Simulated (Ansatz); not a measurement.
Consider the ligand exchange at the Si–N bond: `O[SiH](O)N[SiH](Cl)Cl` + `[NH2][GeH2][Cl]` → `[Cl][GeH2][NH][SiH](Cl)Cl` + `N[SiH](O)O`.

Gas-phase electronic energies from Ansatz, PBE0-D4/def2-TZVP geometries. CCSD(T)/CBS adds triple-zeta CCSD(T) − MP2 to the extrapolated MP2 energy (def2 sets, frozen cores). This one scheme is used for every species. DFT in def2-TZVPP. For Ge outer-core shells are correlated without core-valence functions, which leaves a few kJ/mol of doubt a bond. Scalar relativity is left out up to krypton. Each species was taken in one conformer, which may not be the lowest.

| level | ΔE (kJ/mol) |
| --- | --- |
| r2SCAN | 7.5 |
| HF/CBS(def2) | 5.7 |

(1) What does CCSD(T)/CBS give? (Estimate.)

Largest T1 diagnostic among the species: 0.011.

Results:

(1) Computed: +2.7 kJ/mol. The listed levels differ from it by 4.8, 3.0 kJ/mol.
